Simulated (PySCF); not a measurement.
CH4N, SMILES C[NH], multiplicity 2.

Coordinates come from a PBE0-D3(BJ)/def2-TZVP optimisation. The isomer is the one that the SMILES or the coordinates give; other isomers of the formula were not compared.

All values below come from PBE0-D3(BJ)/def2-TZVP in PySCF 2.14.0.

Frequencies are harmonic and unscaled.

Computed normal modes with their intensities:
```json
[
 {"mode": "1", "ν (cm⁻¹)": "255", "IR (km/mol)": "57.5", "moving atoms (share of kinetic energy)": "H 88 %, N 10 %"},
 {"mode": "2", "ν (cm⁻¹)": "947", "IR (km/mol)": "0.5", "moving atoms (share of kinetic energy)": "H 82 %, C 16 %"},
 {"mode": "3", "ν (cm⁻¹)": "1008", "IR (km/mol)": "20.0", "moving atoms (share of kinetic energy)": "H 89 %, C 10 %"},
 {"mode": "4", "ν (cm⁻¹)": "1076", "IR (km/mol)": "9.9", "moving atoms (share of kinetic energy)": "N 52 %, C 37 %, H 12 %"},
 {"mode": "5", "ν (cm⁻¹)": "1333", "IR (km/mol)": "9.7", "moving atoms (share of kinetic energy)": "H 77 %, C 15 %"},
 {"mode": "6", "ν (cm⁻¹)": "1386", "IR (km/mol)": "13.4", "moving atoms (share of kinetic energy)": "H 86 %, C 12 %"},
 {"mode": "7", "ν (cm⁻¹)": "1470", "IR (km/mol)": "8.9", "moving atoms (share of kinetic energy)": "H 95 %"},
 {"mode": "8", "ν (cm⁻¹)": "1479", "IR (km/mol)": "3.7", "moving atoms (share of kinetic energy)": "H 93 %"},
 {"mode": "9", "ν (cm⁻¹)": "2971", "IR (km/mol)": "14.1", "moving atoms (share of kinetic energy)": "H 97 %"},
 {"mode": "10", "ν (cm⁻¹)": "3014", "IR (km/mol)": "23.3", "moving atoms (share of kinetic energy)": "H 91 %, C 9 %"},
 {"mode": "11", "ν (cm⁻¹)": "3114", "IR (km/mol)": "26.9", "moving atoms (share of kinetic energy)": "H 91 %, C 9 %"},
 {"mode": "12", "ν (cm⁻¹)": "3420", "IR (km/mol)": "5.2", "moving atoms (share of kinetic energy)": "H 93 %"}
]
```
